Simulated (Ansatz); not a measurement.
Species: sum formula AlN₂OH₅, net charge 0, singlet state. 
Coordinates optimised at B3LYP-D3(BJ)/def2-TZVP (Ansatz, a first-principles code):
```
Al
O 1 1.7018
H 2 0.9562 1 125.06
N 1 1.7662 2 116.55 3 180.00
H 4 1.0064 1 125.82 2 180.00
H 4 1.0071 5 110.48 1 -180.00
N 1 1.7717 2 122.20 3 0.00
H 7 1.0069 1 125.19 2 0.00
H 7 1.0073 8 109.97 1 180.00
```

Computed values are from Ansatz. Correlated levels leave the core frozen unless marked. Open shells are spin-unrestricted. No spin-orbit coupling. Non-relativistic. Basis-set limits of correlation are two-point, X^-3; Hartree-Fock from the larger set. [CCSD(T)-MP2]/basis is that difference in the basis named.

```json
{
  "atomisation energy De": "778.2 kcal/mol at CCSD(T)/CBS(aug-cc-pV(T+d)Z,aug-cc-pV(Q+d)Z)",
  "vertical_triplet_singlet_gap": "5.51 eV at RI-MP2/CBS(aug-cc-pV(T+d)Z,aug-cc-pV(Q+d)Z)+[CCSD(T)-MP2]/aug-cc-pV(T+d)Z",
  "total_energy": "-429.7379 Eh at CCSD(T)/CBS(aug-cc-pV(T+d)Z,aug-cc-pV(Q+d)Z)",
  "dipole_moment": "1.49 D at CCSD(T)/aug-cc-pV(D+d)Z",
  "T1 diagnostic": "0.010 at CCSD/aug-cc-pV(Q+d)Z"
}
```
